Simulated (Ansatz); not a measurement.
The cluster Rb₃Br₃⁺, relaxed as a doublet with UKS PBE-D4/def2-SVP in Ansatz, starting from the GFN2-xTB geometry. Force threshold 0.02 eV/Å.

In the def2 sets Rb takes a core potential; there is no spin–orbit coupling. The gap within one spin of the charge 1 doublet nearly closes, so an electron or hole may be smeared out by delocalisation error. The relaxation made no stability test and no search for a lower SCF solution. The structure comes from a short search, and lower isomers may exist.

Start:

Cartesian coordinates in Å:
```
Rb -2.633 2.723 -0.136
Rb 2.080 0.038 -1.810
Rb -0.178 -2.752 2.610
Br -1.102 0.024 1.043
Br -0.133 2.326 -2.024
Br 1.965 -2.360 0.318
```

(1) Estimate the energy that the relaxation releases and the steps that it takes.

(2) Does the start keep its bonding?

(3) Predict the relaxed structure.

Answers

(1) 0.17 eV, in 14 steps; 82 s on 4 threads of Arm Neoverse V2 on a shared host. The force fell under the threshold at step 6, but the optimiser went on and released 0.124 eV more. No frequencies were taken in this run, so the end may be a saddle point.

(2) By distances, no bond broke or formed. The bond that changes most is Rb2–Br6, from 3.21 to 3.41 Å (atoms count from 1). The end is the same structure that another start reached, the lowest one found.

(3) 
```xyz
6

Rb   -2.162    2.409   -0.201
Rb    2.318    0.207   -2.295
Rb   -0.162   -3.149    2.959
Br   -1.359   -0.421    1.510
Br    0.129    2.501   -2.398
Br    1.237   -1.548    0.426
```
Bond lengths (bridged metal pairs left out): 6 × Br–Rb 3.17 to 3.41 Å.
